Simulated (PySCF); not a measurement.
(Cl2Al-mu-Br)2.
Z-matrix (Å and degrees, PBE0-D3(BJ)/def2-SVP geometry), rows numbered from 1:
```
Al
Cl  1  2.0859
Cl  1  2.0845  2  122.09
Br  1  2.4269  2  109.61  3   128.79
Al  4  2.4255  1   86.36  2   112.91
Cl  5  2.0854  4  109.08  1  -111.69
Cl  5  2.0866  4  109.86  1   111.95
Br  5  2.4260  4   93.66  1    -0.36
```

The calculation used PBE0-D3(BJ)/def2-SVP geometry optimisation, gas phase in PySCF 2.14.0.

Take the most abundant isotopes and a rigid rotor. The values belong to one conformer.

**Question.** What are A, B and C (MHz)?

**Answer.** Ia = 959.95, Ib = 1611.39, Ic = 1639.47 u·Å²; 505379 MHz·u·Å²/I gives A = 526.5, B = 313.6, C = 308.3 MHz.

**Question.** What kind of rotor is it?

**Answer.** A near-prolate asymmetric top. Ray's parameter κ = (2B − A − C)/(A − C) = -0.951; −1 is the prolate and +1 the oblate limit.

**Question.** What does the inertial defect say?

**Answer.** Not planar: Δ = Ic − Ia − Ib = -931.86 u·Å². For a rigid frame Δ = −2 Σ m c², so Σ m c² = 465.93 u·Å² lies off the ab plane. The atom farthest from that plane is 1.84 Å away.

**Question.** Give the other two planar moments, Paa and Pbb, and the rms extents of the mass along the axes.

**Answer.** Paa = Σ m a² = (Ib + Ic − Ia)/2 = 1145.46 and Pbb = Σ m b² = (Ia + Ic − Ib)/2 = 494.02 u·Å². With the mass M = 351.68 u, the rms extents √(P/M) along a, b and c are 1.80, 1.19, 1.15 Å.

**Question.** List the rotational levels J(Ka,Kc) to J = 3 (MHz).

**Answer.** Above 0(0,0):
J = 1: 1(0,1) 622, 1(1,1) 835, 1(1,0) 840
J = 2: 2(0,2) 1866, 2(1,2) 2073, 2(1,1) 2089, 2(2,1) 2728, 2(2,0) 2728
J = 3: 3(0,3) 3731, 3(1,3) 3931, 3(1,2) 3963, 3(2,2) 4593, 3(2,1) 4594, 3(3,1) 5671, 3(3,0) 5671
The levels of one J sum to (2J + 1)J(J + 1)(A + B + C)/3.

The point group D2h allows no dipole (computed: 0.02 D), so a rigid rotor has no electric-dipole lines.

**Question.** Estimate the classical rotational partition function at 25 K, 200 K and 298.15 K.

**Answer.** Point group D2h, symmetry number σ = 4; q = (√π/σ)·√((kT/h)³/(ABC)), k/h = 20836.6 MHz/K: 23400 at 25 K, 528000 at 200 K, 962000 at 298.15 K.

PBE0-D3(BJ)/def2-SVP frequencies: not computed here. Constants of a rigid frame at the computed geometry: no zero-point averaging, no centrifugal distortion. Quadrupole hyperfine structure (27Al, 35Cl, 79Br) is left out.
